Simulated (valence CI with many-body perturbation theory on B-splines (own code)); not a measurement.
**E1 line list for Cs42+**

Calculated by relativistic CI+MBPT: three valence electrons over a frozen Dirac-Fock core [Ne], radial functions for each j: 11 s, 11 p, 10 d, 8 f, 5 g, 2 h, with the one-electron correlation potential Σ1 (screened to all orders), the two-electron term Σ2, the three-electron term Σ3, Breit, model QED; selected single and double excitations, second order for the rest, scaled by the run's own slope (own B-spline code, finite nucleus).

The last digits are not significant, and no measured levels were compared; by estimate large intervals hold to a few tenths of a per cent, small ones and those within an open d or f shell to about a per cent.

Lines 51 to 100 of 575 in falling wavelength, among levels below 1574.5 eV, chosen from the strongest by gf and those to the six lowest levels. Wavelengths and rates use the calculated energies. Electric multipoles are in the length gauge, E1 and E2 with the static RPA response of the core. Weak lines are less certain than strong ones. Lines between different terms over intervals too small for the method are left out, as are lines whose strength nearly cancels. The highest levels of a list are the least certain.

Levels are named by their leading jj configuration (3d3/2^4 stands for four electrons in 3d with j = 3/2), which in mixed levels can hold well under half, so a name can repeat and another be missing. Letters in brackets count levels of one name in rising energy.

| λ vac (nm) | Upper | Lower | A (s⁻¹) | S (a.u.) with core polarisation | S without |
| --- | --- | --- | --- | --- | --- |
| 9.683 | (3p1/2 3p3/2 3d3/2) J=5/2 [a] | (3p1/2 3p3/2^2) J=5/2 | 1.18e+10 | 3.18e-02 | 3.24e-02 |
| 9.499 | (3p1/2^2 3d3/2) J=3/2 | (3s 3p1/2 3d3/2) J=3/2 [a] | 1.87e+10 | 3.17e-02 | 3.23e-02 |
| 9.295 | (3p1/2^2 3p3/2) J=3/2 | (3s 3p1/2 3p3/2) J=3/2 [a] | 1.10e+10 | 1.74e-02 | 1.78e-02 |
| 9.126 | (3s 3p1/2 3d3/2) J=3/2 [a] | (3s 3p1/2 3p3/2) J=5/2 | 7.69e+09 | 1.15e-02 | 1.18e-02 |
| 8.812 | (3d3/2 3d5/2^2) J=7/2 [b] | (3p3/2 3d5/2^2) J=5/2 [b] | 1.85e+10 | 5.01e-02 | 5.10e-02 |
| 8.745 | (3d3/2^2 3d5/2) J=9/2 | (3p3/2 3d3/2 3d5/2) J=7/2 [c] | 1.12e+10 | 3.71e-02 | 3.78e-02 |
| 8.626 | (3s 3d5/2^2) J=7/2 | (3s 3p3/2 3d5/2) J=5/2 [b] | 3.27e+10 | 8.29e-02 | 8.44e-02 |
| 8.624 | (3s 3p1/2 3d3/2) J=5/2 | (3s 3p1/2 3p3/2) J=5/2 | 4.65e+09 | 8.84e-03 | 9.00e-03 |
| 8.487 | (3d3/2 3d5/2^2) J=7/2 [a] | (3p3/2 3d3/2 3d5/2) J=5/2 [c] | 2.99e+10 | 7.22e-02 | 7.35e-02 |
| 8.429 | (3d5/2^3) J=9/2 | (3p3/2 3d5/2^2) J=7/2 [b] | 1.10e+11 | 3.24e-01 | 3.30e-01 |
| 8.423 | (3s 3p1/2 3d3/2) J=3/2 [b] | (3s 3p1/2 3p3/2) J=3/2 [b] | 5.93e+09 | 6.99e-03 | 7.12e-03 |
| 8.413 | (3s 3p1/2 3d3/2) J=3/2 [a] | (3s 3p1/2 3p3/2) J=3/2 [a] | 1.04e+08 | 1.22e-04 | 1.24e-04 |
| 8.344 | (3d3/2 3d5/2^2) J=9/2 | (3p3/2 3d5/2^2) J=7/2 [a] | 2.16e+10 | 6.20e-02 | 6.31e-02 |
| 8.275 | (3s 3p1/2 3d5/2) J=5/2 [a] | (3s 3p1/2 3p3/2) J=3/2 [b] | 6.42e+08 | 1.08e-03 | 1.10e-03 |
| 8.247 | (3d3/2 3d5/2^2) J=3/2 [b] | (3p3/2 3d5/2^2) J=3/2 [b] | 5.80e+10 | 6.43e-02 | 6.54e-02 |
| 8.223 | (3p3/2 3d5/2^2) J=7/2 [a] | (3p3/2^2 3d5/2) J=5/2 [a] | 2.26e+10 | 4.97e-02 | 5.06e-02 |
| 8.204 | (3p1/2 3d3/2 3d5/2) J=9/2 | (3p1/2 3p3/2 3d5/2) J=9/2 | 2.47e+10 | 6.74e-02 | 6.87e-02 |
| 8.189 | (3d3/2 3d5/2^2) J=11/2 | (3p3/2 3d3/2 3d5/2) J=9/2 [b] | 1.11e+11 | 3.62e-01 | 3.68e-01 |
| 8.146 | (3d5/2^3) J=3/2 | (3p3/2 3d5/2^2) J=3/2 [a] | 4.19e+10 | 4.48e-02 | 4.56e-02 |
| 8.109 | (3d3/2 3d5/2^2) J=5/2 [a] | (3p3/2 3d3/2 3d5/2) J=3/2 [d] | 3.53e+10 | 5.57e-02 | 5.67e-02 |
| 8.077 | (3s 3d3/2 3d5/2) J=7/2 [b] | (3s 3p3/2 3d3/2) J=5/2 [b] | 2.34e+10 | 4.87e-02 | 4.95e-02 |
| 8.065 | (3s 3d5/2^2) J=9/2 | (3s 3p3/2 3d5/2) J=7/2 [b] | 1.56e+10 | 4.03e-02 | 4.10e-02 |
| 7.989 | (3d5/2^3) J=5/2 | (3p3/2 3d5/2^2) J=3/2 [b] | 9.58e+10 | 1.45e-01 | 1.47e-01 |
| 7.985 | (3s 3p1/2 3d3/2) J=5/2 | (3s 3p1/2 3p3/2) J=3/2 [a] | 5.06e+08 | 7.62e-04 | 7.75e-04 |
| 7.982 | (3d3/2 3d5/2^2) J=5/2 [b] | (3p3/2 3d3/2 3d5/2) J=3/2 [d] | 6.51e+10 | 9.81e-02 | 9.99e-02 |
| 7.965 | (3d3/2 3d5/2^2) J=7/2 [b] | (3p3/2 3d3/2 3d5/2) J=5/2 [d] | 3.81e+10 | 7.61e-02 | 7.74e-02 |
| 7.951 | (3s 3d3/2 3d5/2) J=7/2 [b] | (3s 3p3/2 3d5/2) J=7/2 [a] | 1.65e+10 | 3.28e-02 | 3.34e-02 |
| 7.935 | (3d3/2 3d5/2^2) J=7/2 [a] | (3p3/2 3d3/2 3d5/2) J=7/2 [c] | 1.50e+10 | 2.97e-02 | 3.02e-02 |
| 7.879 | (3p1/2 3d5/2^2) J=7/2 | (3p1/2 3p3/2 3d5/2) J=5/2 [b] | 1.16e+11 | 2.24e-01 | 2.28e-01 |
| 7.860 | (3p1/2 3d5/2^2) J=3/2 | (3p1/2 3p3/2 3d5/2) J=1/2 | 3.30e+10 | 3.16e-02 | 3.22e-02 |
| 7.860 | (3d3/2 3d5/2^2) J=9/2 | (3p3/2 3d3/2 3d5/2) J=7/2 [c] | 7.63e+10 | 1.83e-01 | 1.86e-01 |
| 7.803 | (3s^2 3d3/2) J=3/2 | (3s^2 3p3/2) J=3/2 | 6.76e+07 | 6.34e-05 | 6.60e-05 |
| 7.801 | (3d3/2 3d5/2^2) J=3/2 [a] | (3p3/2 3d3/2 3d5/2) J=3/2 [c] | 2.85e+10 | 2.67e-02 | 2.72e-02 |
| 7.757 | (3p3/2 3d5/2^2) J=7/2 [b] | (3p3/2^2 3d5/2) J=5/2 [b] | 2.19e+11 | 4.05e-01 | 4.12e-01 |
| 7.748 | (3d3/2 3d5/2^2) J=5/2 [a] | (3p3/2 3d3/2 3d5/2) J=5/2 [c] | 4.61e+10 | 6.35e-02 | 6.46e-02 |
| 7.733 | (3p3/2 3d5/2^2) J=5/2 [b] | (3p3/2^2 3d5/2) J=3/2 | 8.17e+10 | 1.12e-01 | 1.14e-01 |
| 7.717 | (3s 3d5/2^2) J=3/2 | (3s 3p3/2 3d5/2) J=1/2 | 4.60e+10 | 4.18e-02 | 4.26e-02 |
| 7.713 | (3p3/2 3d3/2 3d5/2) J=7/2 [c] | (3p3/2^2 3d5/2) J=9/2 | 1.66e+10 | 3.01e-02 | 3.07e-02 |
| 7.691 | (3d3/2 3d5/2^2) J=7/2 [b] | (3p3/2 3d3/2 3d5/2) J=9/2 [b] | 1.33e+10 | 2.39e-02 | 2.43e-02 |
| 7.658 | (3d3/2^2 3d5/2) J=7/2 | (3p3/2 3d3/2 3d5/2) J=7/2 [a] | 1.39e+10 | 2.46e-02 | 2.51e-02 |
| 7.636 | (3d3/2 3d5/2^2) J=11/2 | (3p3/2 3d5/2^2) J=9/2 | 3.53e+10 | 9.30e-02 | 9.47e-02 |
| 7.634 | (3p3/2 3d3/2 3d5/2) J=5/2 [b] | (3p3/2^2 3d3/2) J=3/2 [a] | 4.99e+10 | 6.57e-02 | 6.69e-02 |
| 7.633 | (3p1/2 3d5/2^2) J=9/2 | (3p1/2 3p3/2 3d5/2) J=7/2 [b] | 6.50e+10 | 1.43e-01 | 1.45e-01 |
| 7.632 | (3d3/2 3d5/2^2) J=5/2 [b] | (3p3/2 3d3/2 3d5/2) J=5/2 [c] | 2.03e+10 | 2.67e-02 | 2.72e-02 |
| 7.622 | (3p3/2 3d5/2^2) J=11/2 | (3p3/2^2 3d5/2) J=9/2 | 1.17e+11 | 3.07e-01 | 3.13e-01 |
| 7.620 | (3d3/2 3d5/2^2) J=11/2 | (3p3/2 3d5/2^2) J=11/2 | 4.44e+10 | 1.16e-01 | 1.19e-01 |
| 7.608 | (3s 3p1/2 3d3/2) J=3/2 [b] | (3s 3p1/2 3p3/2) J=5/2 | 4.43e+07 | 3.85e-05 | 3.86e-05 |
| 7.604 | (3s 3p3/2 3d5/2) J=5/2 [a] | (3s 3p3/2^2) J=5/2 | 2.00e+10 | 2.60e-02 | 2.64e-02 |
| 7.600 | (3p1/2 3d5/2^2) J=7/2 | (3p1/2 3p3/2 3d5/2) J=7/2 [b] | 1.66e+10 | 2.87e-02 | 2.92e-02 |
| 7.567 | (3d3/2^2 3d5/2) J=5/2 [a] | (3p3/2 3d3/2^2) J=5/2 | 1.95e+10 | 2.50e-02 | 2.54e-02 |
